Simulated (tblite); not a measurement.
`F[C@@H]1CC[C](Cl)C1` [radical] (doublet state). Structure optimised with GFN2-xTB, isolated species. This method treats the open shell by occupation alone, without spin polarisation.

```
atom  x, y, z in Å
F1    -1.3038   -0.8771    1.4463
C2    -1.1190   -0.4521    0.1446
C3     0.1121   -1.1417   -0.4474
C4     1.2993   -0.2759   -0.0054
C5     0.6899    1.0679    0.1737
Cl6    1.5818    2.5088    0.0958
C7    -0.7965    1.0443    0.1367
H8    -2.0483   -0.7010   -0.3780
H9     0.0245   -1.1419   -1.5332
H10    0.1851   -2.1696   -0.0968
H11    2.1145   -0.2751   -0.7329
H12    1.7113   -0.6505    0.9406
H13   -1.2016    1.5210   -0.7649
H14   -1.2500    1.5426    0.9988
```

(1) Give the dihedral angles C7–C2–C3–H10, H10–C3–C4–H11, C3–C2–C7–H14, H8–C2–C7–C5, C7–C2–C3–C4, C3–C4–C5–Cl6.

(2) Where is the centre of mass (commonest isotopes), and what is the radius of gyration?

(3) Work out the bond lengths F1–C2, C2–C3, C5–C7, C7–H13 in pm.

(4) What are the angles F1–C2–C7, F1–C2–C3, F1–C2–H8, C3–C2–H8, C7–C2–H8, C2–C3–H9, C4–C5–Cl6?

(5) How far are the heavy atoms from their best plane (unweighted least squares)?

## Answers

(1) C7–C2–C3–H10 155° (antiperiplanar); H10–C3–C4–H11 91° (anticlinal); C3–C2–C7–H14 -146° (anticlinal); H8–C2–C7–C5 -150°; C7–C2–C3–C4 33° (synclinal); C3–C4–C5–Cl6 -157° (antiperiplanar). Dihedral signs follow IUPAC: positive where, seen along the central bond, the front bond turns clockwise onto the rear one.

(2) Mass 121.022 u; centre at (0.267, 0.596, 0.242) Å; Rg = √(Σ m r²/M) = 1.962 Å. As Ia + Ib + Ic = 2 Σ m r², the three principal moments sum to 931.6 u·Å².

(3) For F1–C2 the difference vector is (0.1848, 0.4250, -1.3017) Å, of length 1.3817 Å. F1–C2 138.2; C2–C3 153.0; C5–C7 148.7; C7–H13 109.7 pm.

(4) From the scalar product of the two bond vectors; for F1–C2–C7 it is -0.7059 Å² over 1.3817 × 1.5308 Å², cos θ = -0.3337. F1–C2–C7 109.5°; F1–C2–C3 109.5°; F1–C2–H8 105.4°; C3–C2–H8 113.3°; C7–C2–H8 113.5°; C2–C3–H9 108.7°; C4–C5–Cl6 123.2°.

(5) 0.434 Å rms; F1 0.78, C2 0.41, C3 0.42, C4 0.31, C5 0.08, Cl6 0.15, C7 0.49 Å (magnitudes).

Its GFN2-xTB frequencies are all real (lowest 28 cm⁻¹). 3 starts were optimised and ended at 0.00, 0.01 and 0.11 kcal/mol (GFN2-xTB); the lowest of these is shown.

One conformer stands for the species.

All values are computed, not measured.
